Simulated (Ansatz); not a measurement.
```yaml
crystal:
  periodic: [false, false, false]
  atoms:
    - {symbol: Si, position_ang: [-0.976381, 0.983637, -0.918358]}
    - {symbol: C, position_ang: [0.023983, -0.235175, 0.016319]}
    - {symbol: C, position_ang: [0.356269, -1.448448, 0.329252]}
    - {symbol: C, position_ang: [1.132104, -0.413561, 1.046172]}
    - {symbol: H, position_ang: [-1.944557, 0.290226, -1.805775]}
    - {symbol: H, position_ang: [-1.710982, 1.852497, 0.037506]}
    - {symbol: H, position_ang: [-0.074170, 1.835967, -1.735593]}
    - {symbol: H, position_ang: [0.195984, -2.504021, 0.184017]}
    - {symbol: H, position_ang: [0.918652, -0.203767, 2.094080]}
    - {symbol: H, position_ang: [2.162199, -0.208553, 0.755380]}
basis:
  gaussian: {orbitals: "6-31G*"}
magnetization: {spin_polarized: true, initial_magnetization: 8}
hamiltonian: {xc: {name: PBE0}}
output: {forces: true}
```

```sh
$ ansatz run in.yaml --threads 2 --pin off --events-out ev --progress --plain --max-ram 4352MiB
```

Output, abridged:

```
Functional definition: PBE0
789 factors; integrals over basis functions are off by at most 8.3e-4 eV
mean field evaluation 1: about -11037.8375 eV, gradient 3.6e1 eV
mean field evaluation 2: about -10959.3227 eV, gradient 9.5e1 eV
mean field evaluation 4: about -11043.2685 eV, gradient 2.2e1 eV
mean field evaluation 8: about -11047.2206 eV, gradient 8.8e-1 eV
mean field evaluation 16: about -11047.7030 eV, gradient 2.6e-2 eV
mean field evaluation 32: about -11047.7030 eV, gradient 8.3e-5 eV
a density is far from that of the atoms, so the factors are made again for it
860 factors; integrals over basis functions are off by at most 5.0e-4 eV
mean field -11047.70284726 eV, -405.9955912347 hartree, gradient 2.3e-5 eV, S^2 20.011204; 0 other end points of the search recorded, 0 dependent functions left out
reference -11047.70287996 eV, -405.9955924366 hartree; 23, 15 occupied and 53, 61 virtual orbitals, 860 factors
Total energy: -11047.70287996 eV, -405.9955924366 hartree
Atom 0 at    -0.976381     0.983637    -0.918358 Å, force     0.148468    -2.216829     0.177101 eV/Å
Atom 1 at     0.023983    -0.235175     0.016319 Å, force    -1.506006     7.113889    -1.440991 eV/Å
Atom 2 at     0.356269    -1.448448     0.329252 Å, force     0.561953    -8.982433     0.554578 eV/Å
Atom 3 at     1.132104    -0.413561     1.046172 Å, force     2.006915     0.776681     1.862288 eV/Å
Atom 4 at    -1.944557     0.290226    -1.805775 Å, force    -2.930929    -1.461371    -2.703809 eV/Å
Atom 5 at    -1.710982     1.852497     0.037506 Å, force    -1.360140     2.588257     2.330409 eV/Å
Atom 6 at    -0.074170     1.835967    -1.735593 Å, force     2.234448     2.538680    -1.568032 eV/Å
Atom 7 at     0.195984    -2.504021     0.184017 Å, force     0.606249    -0.246338     0.564431 eV/Å
Atom 8 at     0.918652    -0.203767     2.094080 Å, force    -0.097451    -0.054752     0.346823 eV/Å
Atom 9 at     2.162199    -0.208553     0.755380 Å, force     0.336495    -0.055783    -0.122798 eV/Å
Dipole moment:     0.739658    -0.525204     0.686315 e Å
```

Question: What is wrong with this run?

Answer: The spin is set far too high for this molecule. The run converged. The result belongs to that input, not to the molecule as meant.
